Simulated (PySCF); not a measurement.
How methods differ on the excitation energy of C²⁺

C²⁺ [He] 2s2 (1S) → C²⁺ [He] 2s1 3d1 (3D), as a difference of total energies. Computed with PySCF 2.14 in dyall-acv3z, with no relativity, point nucleus. Correlated levels: valence and next inner shell: nothing frozen; virtual orbitals above 40 to 60 times the deepest correlated orbital energy dropped. The calculations carry no spin-orbit coupling.

| method | excitation energy (eV) |
| --- | --- |
| UHF | 31.715 |
| MP2 (valence and next inner shell) | 32.876 |
| SCS-MP2 (valence and next inner shell) | 33.205 |
| CCSD (valence and next inner shell) | 33.483 |
| CCSD(T) (valence and next inner shell) | 33.496 |

Problem. How much does correlation contribute at CCSD(T) (valence and next inner shell)?

Solution. 33.496 − (31.715) = 1.781 eV, measured against UHF.

The promoted electron is Rydberg-like, and one or two diffuse shells describe it only roughly, which tends to raise the upper state.
